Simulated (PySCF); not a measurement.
## SrGa and its ions

PBE; basis Sr def2-SVP with ECP28, Ga def2-SVP; scalar-relativistic core potentials; PySCF 2.14. Neutral (UKS): doublet (π ↑), Re = 3.276 Å, ωe = 116 cm⁻¹, De = 0.75 eV, HOMO -2.95 eV, LUMO -2.76 eV.

SrGa⁺ (UKS): singlet (closed shell), Re = 3.636 Å, ωe = 96.5 cm⁻¹, De = 1.50 eV to Sr⁺ + Ga. The energies at the minima are -1954.96888 hartree for SrGa and -1954.78710 for SrGa⁺.

Task: Work out the adiabatic ionisation energy, without and with harmonic zero-point energies (1 hartree = 27.2114 eV, 1 eV = 8065.5 cm⁻¹), and the change of the bond length.

Result: At PBE: 0.18178 hartree = 4.946 eV between the minima; the zero-point term (96.5 − 116.0)/2 cm⁻¹ = -0.001 eV makes it 4.945 eV. Re changes by +36.0 pm against the neutral. The electron leaves a π orbital, and the longer bond of the ion fits a bonding orbital, or a change in how ionic the bond is.

Closed-shell solutions of metal pairs were not tested for spin polarisation, which can lower them a little. For an ion De counts to the pair picked by the measured ionisation energies or electron affinities, which need not be the lowest pair at this level. States were picked by a PBE0 search and need not be the measured ground states.
